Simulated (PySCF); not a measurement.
This PySCF input asks for the NMR shieldings of SMILES [H]/N=C\[C@H](C)[Si@](C)(O)[SiH2]N, C$_{4}$H$_{14}$N$_{2}$OSi$_{2}$; the geometry comes from GFN2-xTB.

```python
import basis_set_exchange as bse
import numpy as np
from pyscf import gto, dft
from pyscf.prop import nmr

atoms = """
C    -1.681625   -0.626425    1.129634
C    -1.156186   -0.300945   -0.261224
C    -2.016954    0.628074   -1.017754
N    -2.091686    0.771290   -2.270447
Si    0.599966    0.550006   -0.188775
C     0.469515    2.099377    0.914780
O     1.006716    0.988285   -1.711404
Si    2.254309   -0.896876    0.485089
N     1.742543   -2.503455    0.113020
H    -1.910129    0.287772    1.671806
H    -0.941461   -1.184197    1.700124
H    -2.591888   -1.223329    1.079362
H    -1.028935   -1.227160   -0.832293
H    -2.593900    1.337655   -0.429265
H    -1.532861    0.094830   -2.793598
H     1.410500    2.639094    0.892567
H    -0.307385    2.775690    0.575148
H     0.269609    1.853523    1.950779
H     0.403106    1.442040   -2.299120
H     3.588459   -0.535965   -0.028861
H     2.366240   -0.947917    1.949212
H     2.282122   -3.270420    0.480617
H     1.455171   -2.723963   -0.826381
"""
names = dict.fromkeys(["C", "N", "Si", "O", "H"], "pcSseg-1")
basis = {el: gto.basis.parse(bse.get_basis(n, elements=[el], fmt="nwchem")) for el, n in names.items()}
mol = gto.M(atom=atoms, basis=basis, charge=0, verbose=0)
mf = dft.RKS(mol, xc="PBE0")
mf.grids.level = 2
mf.grids.alignment = dft.numint.BLKSIZE   # the property module wants whole blocks of grid points
mf.conv_tol = 1e-9
mf.kernel()

calc = nmr.RKS(mf)   # GIAO
C = mf.mo_coeff
Co = C[:, mf.mo_occ > 0]
resp = mf.gen_response(singlet=True, hermi=2)
def vind(x):   # induced exchange potential for any number of trial vectors
    d = np.einsum("pi,xij,qj->xpq", C, 2 * x.reshape(-1, C.shape[1], Co.shape[1]), Co, optimize=True)
    return np.einsum("xpq,pi,qj->xij", resp(d - d.transpose(0, 2, 1)), C, Co, optimize=True).ravel()
mo1, _ = nmr.rhf.solve_mo1(calc, with_cphf=vind)
sigma = calc.kernel(mo1)
for i, s in enumerate(sigma):   # ppm
    w = np.linalg.eigvalsh((s + s.T) / 2)
    print("%2d %-2s iso %8.1f  s11 %8.1f  s22 %8.1f  s33 %8.1f" % (i, mol.atom_pure_symbol(i), w.mean(), *w))
```

Problem. What does it print?

Solution. 
```
 0 C  iso    174.6  s11    165.0  s22    172.6  s33    186.2
 1 C  iso    145.7  s11    132.0  s22    138.6  s33    166.6
 2 C  iso      3.0  s11   -112.3  s22      8.6  s33    112.8
 3 N  iso    -84.2  s11   -399.9  s22    -74.1  s33    221.5
 4 Si iso    347.6  s11    300.6  s22    356.4  s33    385.8
 5 C  iso    188.0  s11    176.5  s22    191.9  s33    195.6
 6 O  iso    308.1  s11    270.6  s22    319.3  s33    334.5
 7 Si iso    407.4  s11    358.8  s22    386.2  s33    477.1
 8 N  iso    273.2  s11    238.0  s22    264.3  s33    317.2
 9 H  iso     30.6  s11     26.2  s22     29.9  s33     35.7
10 H  iso     30.5  s11     25.3  s22     30.1  s33     36.0
11 H  iso     30.2  s11     25.5  s22     27.2  s33     37.8
12 H  iso     29.8  s11     27.7  s22     28.7  s33     33.1
13 H  iso     23.9  s11     20.6  s22     22.9  s33     28.2
14 H  iso     21.7  s11     11.2  s22     24.6  s33     29.3
15 H  iso     31.6  s11     27.3  s22     29.0  s33     38.5
16 H  iso     31.6  s11     27.0  s22     29.8  s33     38.0
17 H  iso     31.9  s11     27.6  s22     29.9  s33     38.2
18 H  iso     29.6  s11     20.3  s22     26.3  s33     42.2
19 H  iso     26.6  s11     22.5  s22     25.1  s33     32.1
20 H  iso     27.0  s11     24.4  s22     25.7  s33     30.8
21 H  iso     31.7  s11     23.3  s22     27.2  s33     44.8
22 H  iso     32.2  s11     24.2  s22     29.6  s33     42.7
```

These numbers come from an equivalent density-fitted implementation of the same equations, which agrees with the script to about 0.01 ppm for H and up to a few tenths of a ppm for heavy atoms, so last digits may differ.

Size and cost of the density-fitted run: 237 basis functions, 110 s wall time on 1 thread of an Arm Neoverse N1, shared host; peak memory 1.1 GiB.
